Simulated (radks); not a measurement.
Spin polarisation of the 4s1 shell in the gallium ion Ga2+. Start: [Ar] 3d10 4s(up 0.5, down 0.5); electrons of 4s are moved from spin down to spin up, other shells keep equal spins. Calculated with a radial shooting solver on a logarithmic mesh with Libxc functionals: scalar-relativistic Kohn-Sham, PBEsol, spin-polarised, spherical densities, finite nucleus; Fermi nuclear charge, rms radius of each element as measured or else 0.836 A^(1/3) + 0.57 fm.

[
 {"moment (Bohr magnetons)": "0", "E - E(0) (eV)": "0.000", "e(4s up) (eV)": "-26.033", "e(4s down) (eV)": "-26.033", "3d down minus up (eV)": "0.000", "3p down minus up (eV)": "0.000"},
 {"moment (Bohr magnetons)": "0.25", "E - E(0) (eV)": "-0.025", "e(4s up) (eV)": "-26.228", "e(4s down) (eV)": "-25.824", "3d down minus up (eV)": "0.064", "3p down minus up (eV)": "0.021"},
 {"moment (Bohr magnetons)": "0.5", "E - E(0) (eV)": "-0.101", "e(4s up) (eV)": "-26.410", "e(4s down) (eV)": "-25.603", "3d down minus up (eV)": "0.128", "3p down minus up (eV)": "0.043"},
 {"moment (Bohr magnetons)": "0.75", "E - E(0) (eV)": "-0.226", "e(4s up) (eV)": "-26.577", "e(4s down) (eV)": "-25.375", "3d down minus up (eV)": "0.192", "3p down minus up (eV)": "0.065"},
 {"moment (Bohr magnetons)": "1", "E - E(0) (eV)": "-0.402", "e(4s up) (eV)": "-26.730", "e(4s down) (eV)": "-25.112", "3d down minus up (eV)": "0.257", "3p down minus up (eV)": "0.087"}
]

At moment 1 the spin-polarisation energy is -0.402 eV and the 4s exchange splitting 1.618 eV, that is 1.618 eV per Bohr magneton; E = -I m^2/4 would give I = 1.607 eV.
